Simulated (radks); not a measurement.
Excited configurations of Br I: one electron is placed in a higher orbital outside [Ar] 3d10 4s2 4p4. The ground configuration is [Ar] 3d10 4s2 4p5. Method: non-relativistic Kohn-Sham, PBEsol, spin-polarised, spherical densities, point nucleus; open shells are filled with parallel spins first; computed with a radial shooting solver on a logarithmic mesh with Libxc functionals. Excitation = E - E(ground); binding = E(ion) - E, where the ion is the core of charge +1; n* = 1/sqrt(2 binding) in atomic units, and the quantum defect is n - n*.

outer orbital  excitation (eV)  binding (eV)     n*  quantum defect  eigenvalue (eV)  <r> (bohr)
4d                       9.848         2.046  2.579           1.421           -0.665       7.213
4f                      10.948         0.946  3.793           0.207           -0.467       16.92
5s                       7.953         3.941  1.858           3.142           -2.289       5.526
5p                       9.312         2.582  2.295           2.705           -1.420       7.491
5f                      11.239         0.654  4.559           0.441           -0.390       28.74
6p                      10.508         1.386  3.133           2.867           -0.832       15.24
6d                      11.052         0.842  4.021           1.979           -0.517       24.08
6f                      11.418         0.476  5.347           0.653           -0.305       42.96
7s                      10.831         1.063  3.578           3.422           -0.690       21.10
7p                      11.027         0.867  3.962           3.038           -0.557       25.33
7d                      11.312         0.582  4.837           2.163           -0.380       36.93

The Delta-SCF ionisation energy is 11.894 eV (NIST Atomic Spectra Database: 11.814 eV, measured). Self-interaction in the functional shifts the binding energies and quantum defects, so they are the method's values and not measured ones. Open shells are spherical and high-spin; term and fine-structure splittings are not resolved.
